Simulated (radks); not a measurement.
Task: La, 57 electrons, occupied as [Xe] 5d1 6s1 6p1 (not the ground configuration). Calculated with a radial shooting solver on a logarithmic mesh with Libxc functionals: Dirac Kohn-Sham, PBE, spin-unpolarised, spherical densities, point nucleus; open shells fill j = l - 1/2 first.

Spin-orbit splittings of the eigenvalues, e(l+1/2) - e(l-1/2), with zeta = 2 splitting/(2l+1) and mean radii in bohr:

| shell | occ. | splitting (eV) | zeta (eV) | <r> j=l-1/2 | <r> j=l+1/2 |
|---|---|---|---|---|---|
| 2p | 6 | 413.1 | 275.4 | 0.08991 | 0.09601 |
| 3p | 6 | 80.52 | 53.68 | 0.2747 | 0.2867 |
| 3d | 10 | 17.22 | 6.890 | 0.2577 | 0.2615 |
| 4p | 6 | 17.13 | 11.42 | 0.6746 | 0.7016 |
| 4d | 10 | 2.973 | 1.189 | 0.7621 | 0.7717 |
| 5p | 6 | 2.513 | 1.675 | 1.747 | 1.826 |
| 5d | 1 | ? | ? | 2.886 | 2.948 |
| 6p | 1 | 0.1827 | 0.1218 | 5.631 | 5.887 |

Estimate the 5d splitting.

Result: 0.1978 eV (zeta = 0.07914 eV).
